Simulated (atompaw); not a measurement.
# Pb: one change to a PAW (atompaw) potential, before and after

```
Element                 : lead
Generator               : atompaw 4.2.0.5
Type                    : PAW
Functional              : PBE
Relativity              : scalar-relativistic
Frozen core             : [Kr] 4d10 4f14
Valence charge          : 22
Reference configuration : 5s2 5p6 5d10 6s2 6p2
Partial waves           : 5s (bound): rc 1.30 bohr; 6s (bound): rc 1.30 bohr; 5p (bound): rc 1.80 bohr; 6p (bound): rc 2.30 bohr; 5d (bound): rc 2.30 bohr; 5d channel at -0.5 Ry: rc 2.30 bohr
Local potential         : bessel scheme, radius 2.10 bohr
Core correction         : smooth core density matched at 2.15 bohr
Augmentation charge     : sinc compensation charge, radius 2.00 bohr; PAW radius 2.30 bohr; waves and projectors: custom polynom2 7 10 vanderbiltortho
```

All-electron outer shells of the reference configuration (PBE, scalar-relativistic, ld1.x):

```csv
shell,level (eV),outermost node (bohr),outermost maximum (bohr)
4d,-402.09,0.19,0.39
5s,-144.16,0.45,0.79
4f,-132.89,–,0.35
5p,-85.83,0.49,0.88
5d,-21.18,0.52,1.07
6s,-12.04,1.01,1.95
6p,-3.50,1.18,2.67
```

Change: wave 6s (bound): rc 1.30 bohr becomes 6s (bound): rc 1.58 bohr.

Cutoffs: the cutoffs (Ry, on a coarse ladder) from which the occupation-weighted sum of valence levels, in a spherical-Bessel basis at the reference potential, stays within 10 and 1 mRy of its value at 400 Ry; they do not see the model core or the augmentation charge, which bear on the density cutoff.

Task: What does the change do?

Result: The potential gets softer (40 Ry and 180 Ry → 35 Ry and 160 Ry); neither file shows a bound ghost.

| quantity | base | changed |
| --- | --- | --- |
| cutoff, loose | 40 Ry | 35 Ry |
| cutoff, tight | 180 Ry | 160 Ry |
| bound ghosts | none | none |
| s: phases at 2.31 bohr within 0.05 rad from the reference energy up to (Ry; the scan ends near 5) | to the end of the scan | to the end of the scan |
| p: phases at 2.31 bohr within 0.05 rad from the reference energy up to (Ry; the scan ends near 5) | to the end of the scan | to the end of the scan |
| d: phases at 2.31 bohr within 0.05 rad from the reference energy up to (Ry; the scan ends near 5) | 1.7 | 1.7 |
| lowest overlap eigenvalue by channel | s 0.73, p 0.67, d 0.93 | s 0.75, p 0.67, d 0.93 |

 The cutoffs see the waves, projectors and local potential, not the compensation charge or the core.
